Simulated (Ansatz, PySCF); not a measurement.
Gas-phase reaction in SMILES: [CH2]C/C=C\C → [H]/[C]=C/CCC
Structures are relaxed separately at B3LYP-D3(BJ)/def2-TZVP in Ansatz (a program for electronic structure), one conformer each, not searched for the lowest. Frequencies are from Ansatz or PySCF. Markedly spin-contaminated UHF reference, which strains HF, MP2 and, less, CCSD(T): [H]/[C]=C/CCC.

Wanted: isomerisation energy (enthalpy at 298 K, with B3LYP-D3(BJ) rigid-rotor harmonic-oscillator terms), in eV. Cores are frozen in the correlated levels unless marked. UHF or UKS for open shells. No spin-orbit coupling. Non-relativistic unless marked X2C. CBS(X,Y): correlation extrapolated as X^-3; Hartree-Fock from the larger set.

```csv
level,program,isomerisation energy (eV)
PBE-D3(BJ)/def2-TZVPD,Ansatz + dftd3,0.49
B3LYP-D4/def2-TZVPD,Ansatz + dftd4,…
CAM-B3LYP-D4/def2-TZVPD,Ansatz + dftd4,0.50
CAM-B3LYP/def2-TZVPD,Ansatz,0.49
wB97X-V/def2-TZVPD,Ansatz,0.47
CCSD/cc-pVDZ,Ansatz,…
X2C-CCSD(T)/cc-pVTZ-DK,Ansatz,…
"CCSD(T)/CBS(cc-pVTZ,cc-pVQZ)",Ansatz,0.47
```

**Question.** What belongs in the gaps?

**Answer.** 
- B3LYP-D4/def2-TZVPD, isomerisation energy (eV): 0.51
- CCSD/cc-pVDZ, isomerisation energy (eV): 0.43
- X2C-CCSD(T)/cc-pVTZ-DK, isomerisation energy (eV): 0.46
